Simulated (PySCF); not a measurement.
Calculation: B3LYP-D3(BJ)/def2-TZVP // TPSS-D3(BJ)/def2-SVP in PySCF. All species are isolated molecules in the gas phase. One relaxed conformer stands for a flexible species; it need not be the lowest. B3LYP has the VWN-RPA correlation part, as in Gaussian. 

Reference species: [Mo(F)2(OH)4] (neutral, multiplicity 1).

The coordination number comes out as 6 and the LUMO is -4.07 eV.

Changed species: [Mo(F)(OH)5] (5 of 6 F replaced by OH; the reference has 4 of 6 F replaced by OH).

Problem. What does the change do to the coordination number and LUMO?

Solution. the coordination number stays essentially unchanged; the LUMO increases by 0.19 eV, to -3.88 eV.
